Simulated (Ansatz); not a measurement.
Consider the formal loss of a carbene: `CS[CH2][ZnH]` → `[CH2]` (triplet) + `S[CH2][ZnH]`.

Isolated molecules relaxed with PBE0-D4/def2-TZVP in Ansatz; ΔE leaves out vibrations. CCSD(T)/CBS is the MP2 limit (def2-TZVPP, def2-QZVPP) plus CCSD(T) − MP2 in def2-TZVPP, frozen cores. This one scheme is used for every species. DFT in def2-TZVPP. HSE06 is defined as in plane-wave codes. Triplets are unrestricted, without spin–orbit coupling. For Zn outer-core shells are correlated without core-valence functions, which leaves a few kJ/mol of doubt a bond. Scalar relativity is left out up to krypton. One conformer a species, not always the lowest.

`CS[CH2][ZnH]`:

Cartesian coordinates in Å:
```
C -0.093 -0.877 -1.300
S -1.331 -0.506 -0.055
C -0.269 0.043 1.303
Zn 0.600 1.707 0.756
H 0.582 -1.665 -0.960
H -0.620 -1.227 -2.188
H 0.492 0.007 -1.573
H -0.949 0.252 2.135
H 0.386 -0.770 1.623
H 1.202 3.036 0.259
```

`[CH2]` (triplet):

Cartesian coordinates in Å:
```
C -0.208 0.127 -0.129
H -0.549 -0.624 0.567
H 0.757 0.496 -0.438
```

`S[CH2][ZnH]`:

```xyz
7

S    -1.590    0.712   -0.111
C     0.181    0.528   -0.496
Zn    0.799   -1.151    0.276
H    -1.536    0.518    1.216
H     0.729    1.428   -0.215
H     0.215    0.456   -1.587
H     1.201   -2.491    0.917
```

Is it downhill or uphill in electronic energy at CCSD(T)/CBS, and by how much? (Estimate.)

Computed: Uphill: ΔE = +433.2 kJ/mol.

What do these levels give: BLYP-D4, r2SCANh-D4, BHLYP-D4, ωB97M-V, PBE, revPBE, r2SCAN, PBE0, HSE06, RPA@PBE/def2-TZVPP, MP2/def2-SVP, SCS-MP2/def2-TZVPP? (Estimate.)

The calculation gave: BLYP-D4 428.1, r2SCANh-D4 410.0, BHLYP-D4 413.2, ωB97M-V 434.9, PBE 434.3, revPBE 408.7, r2SCAN 410.2, PBE0 425.0, HSE06 425.8, RPA@PBE/def2-TZVPP 412.1, MP2/def2-SVP 418.5, SCS-MP2/def2-TZVPP 434.4 kJ/mol.

Largest T1 diagnostic among the species: 0.014.

In def2-TZVPP, CCSD(T) changes the Hartree–Fock value by +139.4 kJ/mol (the triples alone add +12.7 kJ/mol) and MP2 by +155.0 kJ/mol. From BLYP to BHLYP (50 % exact exchange), in def2-TZVPP and without D4, ΔE moves by −7.7 kJ/mol. Leaving LDA and LC-ωPBE aside and taking each functional with its dispersion term where it has one, the values, not all of them listed here, spread over 36.0 kJ/mol, from r2SCAN0-D4 to ωB97X-V. LDA lies +71.6 kJ/mol from PBE without D4.
